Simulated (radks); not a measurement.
Results of a calculation; reference values are marked as such.
Q: Species: Sb3+. Configuration: [Kr] 4d9.75 5s2 5p0.25 (fractional occupations, a model configuration). Code: a radial shooting solver on a logarithmic mesh with Libxc functionals. Model: Dirac Kohn-Sham, LDA (Slater exchange, Perdew-Wang correlation), spin-unpolarised, spherical densities, finite nucleus; open shells fill j = l - 1/2 first; Fermi nuclear charge, rms radius 4.6802 fm. Some entries of the table are withheld. Estimate them.

orbital,occ.,eigenvalue (hartree),<1/r> (bohr^-1)
1s1/2,2,-1112.785,54.27
2s1/2,2,(1),12.61
2p1/2,2,-159.5121,12.60
2p3/2,4,-150.2710,11.70
3s1/2,2,-34.31937,4.469
3p1/2,2,-29.89215,4.382
3p3/2,4,-28.18715,4.160
3d3/2,4,(2),4.011
3d5/2,6,(3),3.954
4s1/2,2,-6.61174,1.777
4p1/2,2,-5.10901,1.664
4p3/2,4,-4.78832,1.591
4d3/2,4,(4),1.322
4d5/2,5.75,(5),1.303
5s1/2,2,-1.47263,0.6521
5p1/2,0.25,-1.12269,0.5677
5p3/2,0,-1.08274,0.5489
6s1/2,0,-0.57712,0.3125
4f5/2,0,-0.40565,0.3799
4f7/2,0,-0.40532,0.3787

A: 
(1) 2s1/2 eigenvalue (hartree): -170.3215
(2) 3d3/2 eigenvalue (hartree): -20.33646
(3) 3d5/2 eigenvalue (hartree): -19.98167
(4) 4d3/2 eigenvalue (hartree): -2.40130
(5) 4d5/2 eigenvalue (hartree): -2.35414
